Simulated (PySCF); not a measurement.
# Calculated NMR parameters of C=NCc1cnoc1[SiH3]

```
Formula                               : C5H8N2OSi
SMILES                                : C=NCc1cnoc1[SiH3]
InChI                                 : InChI=1S/C5H8N2OSi/c1-6-2-4-3-7-8-5(4)9/h3H,1-2H2,9H3
Point group of the computed structure : C1
Degrees of unsaturation               : 4
Carbon signals                        : 5
Proton signals                        : 5
```

Atoms are numbered as in `[CH2:1]=[N:2][CH2:3][c:4]1[cH:5][n:6][o:7][c:8]1[SiH3:9]`. Each H is labelled by its parent atom. Ha(C1) is cis to C3; Hb(C1) is trans to C3.

Method: PBE0/pcSseg-1 with gauge-including orbitals, geometry from GFN2-xTB, in PySCF 2.14.0 with density-fitted response routines (one conformer, non-relativistic, in vacuum, rapidly exchanging positions averaged).

Chemical shifts δ = σref − σ; TMS for ¹H, ¹³C, ²⁹Si; NH3 for ¹⁵N; H2O for ¹⁷O, all at this level.

```tsv
carbon	δC, type	δH (multiplicity)	HMBC from (2–3 bonds)	span of the C tensor (ppm)
C1	158.3, CH2	Hb(C1) 7.47 (d); Ha(C1) 7.86 (d)	H(C3)	191
C3	61.0, CH2	4.95 (s)	H(C5), Ha(C1), Hb(C1)	52
C4	135.2, C	–	H(C5), H(C3), H(Si9)	160
C5	150.0, CH	8.23 (s)	H(C3)	202
C8	173.4, C	–	H(C5), H(C3), H(Si9)	180
```

Other nuclei:
```tsv
atoms	nucleus	environment	δ (ppm)	σ (ppm)
H(Si9)	¹H	hydrogen on a silicon bonded to C	4.63	27.08
Si9	²⁹Si	silicon bonded to C, 3 H	-90.0	439.1
N6	¹⁵N	pyridine-type nitrogen of an azole	443.0	-175.3
N2	¹⁵N	imine nitrogen	400.0	-132.2
O7	¹⁷O	aromatic ring oxygen	430.0	-93.9
```

Carbon types of the structure: 2 × C, 1 × CH, 2 × CH2, leaving 3 H on heteroatoms. δC 173.4: substituted aromatic carbon next to the ring oxygen. δC 158.3: C=N carbon. δC 150.0: aromatic CH next to a ring nitrogen; the adjacent pyridine-type nitrogen withdraws density from it. δC 135.2: substituted aromatic carbon. δC 61.0: sp3 CH2 bonded to N, on an aromatic ring; pulled downfield by the heteroatom.

Shifts are as computed. Against solution values, carbons near 30 ppm lie about +3 ppm off and those near 130 ppm about +5 ppm. Of 1211 compounds with measured shifts, 218 miss one by over three times the rms of a fit or turn the order of signals round; such compounds aren't used in these exercises. Unscaled 17O shifts of doubly bonded oxygen tend to come out too high, by tens of ppm or more. Experimental scales use liquid or dissolved standards, which lie at an offset from isolated NH3 (liquid NH3: subtract about 20 ppm) and H2O (liquid H2O: subtract about 36 ppm). Unscaled 15N shifts of sp2 nitrogen come out 20 to 40 ppm too high even then. No couplings were computed; multiplicities are counted from neighbouring protons, with m where these are inequivalent, close in shift, in a saturated or five-membered ring or joined by F or P, and br s for small geminal =CH2 splittings.
